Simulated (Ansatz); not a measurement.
Total energies of C₉H₁₀, SMILES `C=C(C)c1ccccc1`.

Z-matrix (Å, degrees):
```
C
C 1 1.499
H 1 1.094 2 111.4
H 1 1.093 2 111.3 3 119.2
H 1 1.090 2 110.8 3 -119.7
C 2 1.478 1 117.6 3 -67.1
C 2 1.334 1 120.7 3 112.0
C 6 1.397 2 121.2 1 -152.6
C 6 1.395 2 121.0 1 26.9
H 7 1.083 2 122.1 1 -176.8
H 7 1.084 2 121.0 1 1.9
C 8 1.383 6 121.1 2 -179.1
H 8 1.084 6 119.3 2 2.4
C 9 1.386 6 121.1 2 179.0
H 9 1.083 6 119.8 2 -0.2
C 12 1.388 8 120.3 6 -0.4
H 12 1.084 8 119.7 6 -179.6
H 14 1.084 9 119.6 6 -179.4
H 16 1.084 12 120.3 8 -179.8
```

Charge 0, multiplicity 1. The structure was optimised at the PBE0-D4/def2-TZVP level. It is one conformer, not always the lowest. Basis def2-TZVPP, Ansatz 0.2.0.

RPA on PBE orbitals: Hartree–Fock energy of these orbitals -346.66841 Eh, correlation -2.31820 Eh (frozen core).

```tsv
functional	kind	energy without D4 (Eh)	D4 term (kJ/mol)
LDA (SPW92)	LDA	-345.84201	–
PBE	GGA	-348.61766	-52.3
revPBE	GGA	-348.98411	-169.4
BLYP	GGA	-348.92191	-115.0
r2SCAN	meta-GGA	-348.87816	-14.1
B97M-V	meta-GGA with VV10	-349.11309	–
PBE0	global hybrid, 25 % exact exchange	-348.66040	-44.3
B3LYP	global hybrid, 20 %	-349.09915	-83.0
r2SCANh	meta-GGA hybrid, 10 %	-348.86323	-14.8
r2SCAN0	meta-GGA hybrid, 25 %	-348.84243	-16.2
HSE06 (plane-wave form)	screened hybrid	-348.63995	-41.1
BHLYP	global hybrid, 50 %	-348.86964	-59.1
CAM-B3LYP	range-separated hybrid	-348.88387	-44.6
LC-ωPBE	long-range corrected hybrid	-348.82835	–
ωB97X-V	range-separated hybrid GGA with VV10	-348.98657	–
ωB97M-V	range-separated hybrid meta-GGA with VV10	-348.93135	–
B2PLYP	double hybrid	-348.77080	–
PBE-QIDH	double hybrid	-348.60414	–
```

B3LYP takes the VWN-RPA correlation (the form of Gaussian; ORCA's B3LYP/G). HSE06 is the plane-wave form, built on full-range PBE exchange. The double hybrids freeze the cores in their second-order part.

LC-ωPBE has ω = 0.4 bohr⁻¹.
